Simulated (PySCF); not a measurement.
BCl2H4NSi, SMILES N[SiH2]B(Cl)Cl, point group C1.

Level: PBE0/pcSseg-1 in PySCF (density fitting, grid level 2); geometry and Hessian at that level, cubic constants and property derivatives from steps of ±0.6 along each species' dimensionless normal coordinates, second-order vibrational perturbation theory. The parent has the commonest isotopes.

Equilibrium geometry (Å):

```json
{"atom": "N1", "x": "-1.4353", "y": "0.6391", "z": "-0.1924"}
{"atom": "Si2", "x": "-0.2932", "y": "-0.6419", "z": "0.0048"}
{"atom": "B3", "x": "1.5656", "y": "0.1480", "z": "-0.0274"}
{"atom": "Cl4", "x": "1.8272", "y": "1.8742", "z": "0.1472"}
{"atom": "Cl5", "x": "2.9714", "y": "-0.8862", "z": "-0.1850"}
{"atom": "H6", "x": "-2.4177", "y": "0.4385", "z": "-0.3284"}
{"atom": "H7", "x": "-1.3131", "y": "1.5010", "z": "0.3243"}
{"atom": "H8", "x": "-0.4633", "y": "-1.6086", "z": "-1.1162"}
{"atom": "H9", "x": "-0.3874", "y": "-1.4402", "z": "1.2724"}
```

Question: Give the equilibrium and ground-state rotational constants (MHz) of parent; ²H at 6.

Answer: 
```json
{"species": "parent", "Ae": "2899.8", "Be": "1607.5", "Ce": "1052.1", "A0": "2892.2", "B0": "1598.7", "C0": "1045", "Δ0 (u Å²)": "-7.255", "harmonic ZPE (cm⁻¹)": "10912"}
{"species": "²H at 6", "Ae": "2898.2", "Be": "1542.7", "Ce": "1024.2", "A0": "2889.7", "B0": "1535.3", "C0": "1017.9", "Δ0 (u Å²)": "-7.553", "harmonic ZPE (cm⁻¹)": "10227"}
```

Δ0 = Ic − Ia − Ib from the ground-state constants.

Question: How is the parent's vibrational correction B0 − Be made up?

Answer: 
| axis | harmonic | Coriolis | cubic | total (MHz) |
| --- | --- | --- | --- | --- |
| a | 4.11 | -6.46 | -5.32 | -7.67 |
| b | 1.88 | -1.71 | -8.92 | -8.75 |
| c | 0.353 | -0.384 | -7.02 | -7.05 |

Question: And its quartic centrifugal distortion constants from the harmonic force field?

Answer: Asymmetric top, A reduction, Ir representation: ΔJ = 0.209 kHz, ΔJK = 0.883 kHz, ΔK = 0.345 kHz, δJ = 0.0674 kHz, δK = 0.755 kHz.

Question: Which nuclear quadrupole couplings χaa, χbb, χcc (MHz) does the parent show, at equilibrium and averaged?

Answer: 14N at 1: 1.9, 1.9, -3.8 and 1.7, 1.6, -3.4; 11B at 3: -2.5, -1.0, 3.5 and -2.5, -1.0, 3.5; 35Cl at 4: 33.6, -39.0, 5.4 and 33.4, -38.9, 5.5; 35Cl at 5: -18.0, 12.5, 5.5 and -17.9, 12.1, 5.8.

A mode lies under 250 cm⁻¹, where this perturbation treatment is rough. Internal rotors are held in one well.
